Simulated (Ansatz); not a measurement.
`CNBB(O)S` + `BN` → `OBS` + `BNBNC`  (redistribution)

Calculated with Ansatz (gas phase, PBE0-D4/def2-TZVP geometries, no zero-point term in ΔE). CCSD(T)/CBS is the MP2 limit (def2-TZVPP, def2-QZVPP) plus CCSD(T) − MP2 in def2-TZVPP, frozen cores. This one scheme is used for every species. DFT in def2-TZVPP. Each species was taken in one conformer, which may not be the lowest.

`CNBB(O)S`:

Cartesian coordinates in Å:
```
C 1.858 -1.126 0.945
N 0.797 -0.218 0.576
B -0.125 -0.368 -0.445
B -1.323 0.815 -0.713
O -2.554 0.553 -1.236
S -0.955 2.539 -0.271
H 2.838 -0.646 0.867
H 1.839 -1.985 0.274
H 1.738 -1.485 1.972
H 0.754 0.610 1.154
H -0.047 -1.378 -1.102
H -2.661 -0.375 -1.459
H -2.158 3.064 -0.562
```

`BN`:

```xyz
6

B    -0.161   -0.054    0.661
N     0.166    0.055   -0.680
H     0.120   -1.059    1.247
H    -0.716    0.860    1.200
H    -0.040    0.870   -1.233
H     0.632   -0.672   -1.195
```

`OBS`:

Cartesian coordinates in Å:
```
O -1.119 0.076 0.987
B -0.360 0.117 -0.130
S 1.397 -0.330 -0.095
H -0.661 -0.204 1.785
H -0.879 0.459 -1.148
H 1.622 -0.117 -1.399
```

`BNBNC`:

Cartesian coordinates in Å:
```
B 0.246 1.882 -0.386
N 0.162 0.786 -1.256
B -0.343 -0.563 -1.075
N -0.379 -1.253 0.135
C 0.129 -0.885 1.436
H -0.078 1.775 0.760
H 0.624 2.935 -0.815
H 0.368 0.998 -2.222
H -0.744 -1.145 -2.045
H -0.807 -2.163 0.109
H -0.624 -0.385 2.054
H 0.473 -1.774 1.970
H 0.975 -0.206 1.333
```

Task: Is it downhill or uphill in electronic energy at CCSD(T)/CBS, and by how much? (Estimate.)

Result: Computed: Downhill: ΔE = -76.1 kJ/mol.

Task: What do these levels give: ωB97X-V, revPBE, BLYP, CAM-B3LYP, CCSD/def2-SVP, CCSD(T)/def2-SVP? (Best estimate.)

Result: The calculation gave: ωB97X-V -74.7, revPBE -63.4, BLYP -71.6, CAM-B3LYP -78.6, CCSD/def2-SVP -81.0, CCSD(T)/def2-SVP -79.6 kJ/mol.

Largest T1 diagnostic among the species: 0.014.

From r2SCAN to r2SCAN0 (25 % exact exchange), in def2-TZVPP and without D4, ΔE moves by −3.7 kJ/mol. Leaving LDA and LC-ωPBE aside and taking each functional with its dispersion term where it has one, the values, not all of them listed here, spread over 17.3 kJ/mol, from BHLYP-D4 to PBE-D4. LDA lies −4.4 kJ/mol from PBE without D4.
